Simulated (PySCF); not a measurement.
# How the method changes the shape and vibrations of BClH3NSi

These are calculations, not measurements. They come from PySCF 2.14.0, an open-source quantum chemistry program, on an isolated molecule that a program drew, which may never have been made. The molecule is BClH3NSi (charge 0, singlet), drawn as the SMILES string `[SiH3]N=BCl`.

The geometry was optimised and harmonic frequencies were computed with HF and MP2, all in the cc-pV(D+d)Z basis, for the commonest isotopes, with a restricted reference for singlets and an unrestricted one otherwise, and a frozen core in MP2. Each result is a local minimum of its method.

Geometry at the HF minimum:
```xyz
7
BClH3NSi, angstrom
Si    0.4335    0.8135    0.2334
N     0.1902   -0.1602    1.6158
B     0.0136   -0.8670    2.6196
Cl   -0.2287   -1.8362    3.9960
H     1.8561    0.7793   -0.1703
H     0.0543    2.2136    0.5229
H    -0.3922    0.3192   -0.8900
```

Lengths of the bonds as drawn, in Å (atoms numbered as above):
| bond | HF | MP2 |
|---|---|---|
| Si1-N2 | 1.708 | 1.726 |
| N2-B3 | 1.240 | 1.269 |
| B3-Cl4 | 1.701 | 1.703 |
| Si1-H5 | 1.479 | 1.481 |
| Si1-H6 | 1.479 | 1.481 |
| Si1-H7 | 1.479 | 1.481 |

Rotational constants, in GHz:
| constant | HF | MP2 |
|---|---|---|
| A | 86.69 | 86.2 |
| B | 1.342 | 1.315 |
| C | 1.342 | 1.315 |

Harmonic frequencies in cm^-1, each column in rising order, so a row needn't be the same motion in every method:
| rank | HF | MP2 |
|---|---|---|
| 1 | 106 | 96 |
| 2 | 106 | 96 |
| 3 | 428 | 369 |
| 4 | 428 | 369 |
| 5 | 466 | 445 |
| 6 | 781 | 735 |
| 7 | 781 | 736 |
| 8 | 974 | 941 |
| 9 | 1037 | 989 |
| 10 | 1037 | 989 |
| 11 | 1059 | 1008 |
| 12 | 2127 | ? |
| 13 | 2310 | 2292 |
| 14 | 2310 | 2292 |
| 15 | 2330 | 2292 |

**Estimate the missing MP2 frequency from the HF column.**

A single factor s that minimises the squared misfit of MP2 against s times HF over the other rows is sum(HF x MP2) / sum(HF^2) = 0.9778, with an rms misfit of 28 cm^-1. For rank 12 it gives 0.9778 x 2127 = 2080 cm^-1. The calculation gives 1992 cm^-1, 88 cm^-1 below the estimate. The drawn bonds are on average 0.7 % longer in MP2 than in HF.
